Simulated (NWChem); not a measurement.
# C$_{2}$H$_{6}$OSi; SMILES O=CC[SiH3]

```xyz
10

O     -0.4214     2.1386    -0.2073
C      0.2020     1.3037     0.3924
C      0.8217     0.0920    -0.2270
Si    -0.2463    -1.4665     0.0014
H      0.3364     1.3803     1.5048
H      1.7967    -0.1213     0.2425
H      0.9556     0.2576    -1.3076
H     -1.5486    -1.3022    -0.7061
H     -0.5001    -1.6990     1.4554
H      0.4900    -2.6371    -0.5601
```
Atoms are numbered in this order, from 1.

All runs: NWChem. Geometry: optimised at PBE0/def2-SVP. Atomic charges in e: unrestrained fits to the electrostatic potential beside Mulliken populations; buried atoms are poorly determined by the fit.

Predict the results for B3LYP/def2-SVP. Quantities: ESP O1; Mulliken O1; ESP C2; Mulliken C2; ESP C3; Mulliken C3; ESP Si4; Mulliken Si4; relative RMS misfit of the potential (%).


```
Item                                      Result
----------------------------------------  ------
ESP O1                                     -0.47
Mulliken O1                                -0.20
ESP C2                                      0.49
Mulliken C2                                 0.12
ESP C3                                     -0.15
Mulliken C3                                -0.20
ESP Si4                                     0.44
Mulliken Si4                                0.41
relative RMS misfit of the potential (%)      26
```
